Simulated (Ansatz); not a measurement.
`C#C[SiH](Cl)OC` + CH₃SH → `CO[SiH](Cl)SC` + `C#C`  (ligand exchange at the Si–C bond)

Calculated with Ansatz (gas phase, PBE0-D4/def2-TZVP geometries, no zero-point term in ΔE). CBS: MP2 limit from def2 TZ/QZ plus the TZ coupled-cluster correction, frozen cores. This one scheme is used for every species. Functionals use def2-TZVPP. B3LYP here is the variant with VWN-RPA as its local correlation; programs differ in this. Each species was taken in one conformer, which may not be the lowest.

```json
{"level": "PBE-D4", "ΔE (kJ/mol)": "-24.2", "difference from CCSD(T)/CBS": "-2.4"}
{"level": "r2SCAN-D4", "ΔE (kJ/mol)": "-21.8", "difference from CCSD(T)/CBS": "0.0"}
{"level": "PBE0-D4", "ΔE (kJ/mol)": "-24.1", "difference from CCSD(T)/CBS": "-2.3"}
{"level": "B3LYP-D4", "ΔE (kJ/mol)": "-20.4", "difference from CCSD(T)/CBS": "1.4"}
{"level": "ωB97X-V", "ΔE (kJ/mol)": "-21.4", "difference from CCSD(T)/CBS": "0.4"}
{"level": "ωB97M-V", "ΔE (kJ/mol)": "-22.3", "difference from CCSD(T)/CBS": "-0.5"}
{"level": "B2PLYP", "ΔE (kJ/mol)": "-15.9", "difference from CCSD(T)/CBS": "5.9"}
{"level": "PBE", "ΔE (kJ/mol)": "-20.2", "difference from CCSD(T)/CBS": "1.6"}
{"level": "r2SCAN", "ΔE (kJ/mol)": "-20.8", "difference from CCSD(T)/CBS": "1.0"}
{"level": "PBE0", "ΔE (kJ/mol)": "-20.6", "difference from CCSD(T)/CBS": "1.2"}
{"level": "B3LYP", "ΔE (kJ/mol)": "-13.8", "difference from CCSD(T)/CBS": "8.0"}
{"level": "HF/def2-TZVPP", "ΔE (kJ/mol)": "-10.2", "difference from CCSD(T)/CBS": "11.6"}
{"level": "MP2/def2-TZVPP", "ΔE (kJ/mol)": "-19.4", "difference from CCSD(T)/CBS": "2.4"}
{"level": "SCS-MP2/def2-TZVPP", "ΔE (kJ/mol)": "-14.9", "difference from CCSD(T)/CBS": "6.9"}
{"level": "CCSD/def2-TZVPP", "ΔE (kJ/mol)": "-15.7", "difference from CCSD(T)/CBS": "6.1"}
{"level": "CCSD(T)/def2-TZVPP", "ΔE (kJ/mol)": "-17.1", "difference from CCSD(T)/CBS": "4.7"}
{"level": "HF/def2-QZVPP", "ΔE (kJ/mol)": "-9.8", "difference from CCSD(T)/CBS": "12.0"}
{"level": "MP2/def2-QZVPP", "ΔE (kJ/mol)": "-21.9", "difference from CCSD(T)/CBS": "-0.1"}
{"level": "SCS-MP2/def2-QZVPP", "ΔE (kJ/mol)": "-17.4", "difference from CCSD(T)/CBS": "4.4"}
{"level": "HF/CBS(def2)", "ΔE (kJ/mol)": "-9.7", "difference from CCSD(T)/CBS": "12.1"}
{"level": "MP2/CBS(def2)", "ΔE (kJ/mol)": "-24.1", "difference from CCSD(T)/CBS": "-2.3"}
{"level": "CCSD/CBS(def2)", "ΔE (kJ/mol)": "-20.4", "difference from CCSD(T)/CBS": "1.4"}
{"level": "CCSD(T)/CBS", "ΔE (kJ/mol)": "-21.8", "difference from CCSD(T)/CBS": "0"}
```

Largest T1 diagnostic among the species: 0.013.

In def2-TZVPP, CCSD(T) changes the Hartree–Fock value by −6.9 kJ/mol (the triples alone add −1.5 kJ/mol) and MP2 by −9.1 kJ/mol. The D4 term adds −6.7 kJ/mol with B3LYP and −3.6 kJ/mol with PBE0; it sums over pairs of atoms, weighted by their polarisabilities, and B3LYP, whose exchange is more repulsive, gets the larger term.
